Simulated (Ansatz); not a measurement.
Gas-phase reaction R1 → 2 P1, each structure at its B3LYP-D3(BJ)/def2-TZVP stationary point, reached from a drawn start (curvature not checked).
R1: O2 (SMILES O=O), charge 0, multiplicity 3.
P1: O atom, charge 0, multiplicity 3.

P less R. No zero-point or thermal terms; open shells are unrestricted; no spin–orbit coupling.

Frozen-core correlation throughout.

Codes used: Ansatz (a first-principles code). Each number belongs to the level named beside it.

Q: One of these levels gives 27.60 kcal/mol for the reaction energy. Which?
(A) BLYP/def2-TZVPP
(B) HF/cc-pVDZ
(C) SCS-MP2/cc-pVDZ
(D) B97M-V/def2-TZVPP

A: B, HF/cc-pVDZ. The others give 135.61 (BLYP/def2-TZVPP), 122.42 (B97M-V/def2-TZVPP), 104.03 (SCS-MP2/cc-pVDZ)
